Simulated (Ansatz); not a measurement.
C8H12, charge +1, doublet, at a GFN2-xTB geometry (a state made from the parent by changing its charge; the spin is typed, not shown lowest); SVWN5/def2-SV(P) (Ansatz, a program for electronic structure).

The Ansatz input:
Ansatz 0.2 input:
```yaml
crystal:
  periodic: [false, false, false]
  atoms:
    - {symbol: C, position_ang: [-0.65011825, -1.71950227, -0.13870389]}
    - {symbol: C, position_ang: [0.69981445, -1.66478550, -0.13259833]}
    - {symbol: C, position_ang: [1.51839289, -0.52755998, -0.58746850]}
    - {symbol: C, position_ang: [1.51446175, 0.52431201, 0.60038176]}
    - {symbol: C, position_ang: [0.70222400, 1.66328401, 0.13856792]}
    - {symbol: C, position_ang: [-0.64759145, 1.72089203, 0.13317851]}
    - {symbol: C, position_ang: [-1.55916207, 0.61101322, 0.48957889]}
    - {symbol: C, position_ang: [-1.55624167, -0.60767685, -0.50284362]}
    - {symbol: H, position_ang: [-1.12194807, -2.63715076, 0.18642015]}
    - {symbol: H, position_ang: [1.24616450, -2.48411509, 0.31868750]}
    - {symbol: H, position_ang: [1.11994412, -0.06699706, -1.49142236]}
    - {symbol: H, position_ang: [2.54791253, -0.82708841, -0.77192978]}
    - {symbol: H, position_ang: [2.54301248, 0.82163639, 0.79360587]}
    - {symbol: H, position_ang: [1.10734435, 0.06461179, 1.50090569]}
    - {symbol: H, position_ang: [1.25415074, 2.48143743, -0.30804168]}
    - {symbol: H, position_ang: [-1.11466908, 2.63954602, -0.19594320]}
    - {symbol: H, position_ang: [-1.28461412, 0.21856272, 1.47258104]}
    - {symbol: H, position_ang: [-2.57901857, 0.98774312, 0.53679645]}
    - {symbol: H, position_ang: [-1.27249307, -0.21582424, -1.48346866]}
    - {symbol: H, position_ang: [-2.57646367, -0.98222197, -0.55874742]}
basis:
  gaussian:
    orbitals: def2-SV_P_.json
hamiltonian:
  xc: {name: SVWN5}
total_charge: 1
magnetization: {spin_polarized: true, initial_magnetization: 1}
output: {forces: true}
```
The basis file holds def2-SV(P) in the JSON format of the Basis Set Exchange.

Write the output that Ansatz gives for this input, abridged.


```
Functional definition: SVWN5
1864 factors; their error is unknown
mean field evaluation 1: about -8372.9437 eV, gradient 6.6e1 eV
mean field evaluation 2: about -8344.8095 eV, gradient 1.0e2 eV
mean field evaluation 4: about -8396.0459 eV, gradient 6.9e0 eV
mean field evaluation 8: about -8396.2905 eV, gradient 1.3e-1 eV
mean field evaluation 16: about -8396.1877 eV, gradient 2.4e-3 eV
mean field -8396.18769226 eV, -308.5542065502 hartree, gradient 2.5e-5 eV, S^2 0.750481; 2 other end points of the search recorded, 0 dependent functions left out
the calculation of the forces begins
reference -8396.18773363 eV, -308.5542080706 hartree; 30, 29 occupied and 106, 107 virtual orbitals, 1864 factors
Total energy: -8396.18773363 eV, -308.5542080706 hartree
Atom 0 at    -0.650118    -1.719502    -0.138704 Å, force    -0.786664     0.856838    -0.339047 eV/Å
Atom 1 at     0.699814    -1.664786    -0.132598 Å, force     0.727912     0.808432    -0.558971 eV/Å
Atom 2 at     1.518393    -0.527560    -0.587468 Å, force    -0.687395    -0.466455     0.589726 eV/Å
Atom 3 at     1.514462     0.524312     0.600382 Å, force    -0.681348     0.467921    -0.595554 eV/Å
Atom 4 at     0.702224     1.663284     0.138568 Å, force     0.721392    -0.809984     0.565142 eV/Å
Atom 5 at    -0.647591     1.720892     0.133179 Å, force    -0.791356    -0.855148     0.332328 eV/Å
Atom 6 at    -1.559162     0.611013     0.489579 Å, force     0.759151     0.320252    -0.517714 eV/Å
Atom 7 at    -1.556242    -0.607677    -0.502844 Å, force     0.754028    -0.321872     0.524157 eV/Å
Atom 8 at    -1.121948    -2.637151     0.186420 Å, force    -0.339539    -0.812047     0.379852 eV/Å
Atom 9 at     1.246164    -2.484115     0.318688 Å, force     0.408896    -0.746375     0.425460 eV/Å
Atom 10 at     1.119944    -0.066997    -1.491422 Å, force    -0.228792     0.298798    -0.675086 eV/Å
Atom 11 at     2.547913    -0.827088    -0.771930 Å, force     0.765952    -0.191383    -0.162983 eV/Å
Atom 12 at     2.543012     0.821636     0.793606 Å, force     0.764945     0.189744     0.169501 eV/Å
Atom 13 at     1.107344     0.064612     1.500906 Å, force    -0.235171    -0.298301     0.673110 eV/Å
Atom 14 at     1.254151     2.481437    -0.308042 Å, force     0.414102     0.745494    -0.421956 eV/Å
Atom 15 at    -1.114669     2.639546    -0.195943 Å, force    -0.334552     0.812769    -0.382722 eV/Å
Atom 16 at    -1.284614     0.218563     1.472581 Å, force     0.088942    -0.270233     0.738966 eV/Å
Atom 17 at    -2.579019     0.987743     0.536796 Å, force    -0.708256     0.219559     0.075394 eV/Å
Atom 18 at    -1.272493    -0.215824    -1.483469 Å, force     0.095810     0.270036    -0.738180 eV/Å
Atom 19 at    -2.576464    -0.982222    -0.558747 Å, force    -0.708057    -0.218042    -0.081425 eV/Å
Dipole moment:     0.040182    -0.000043     0.000171 e Å
```
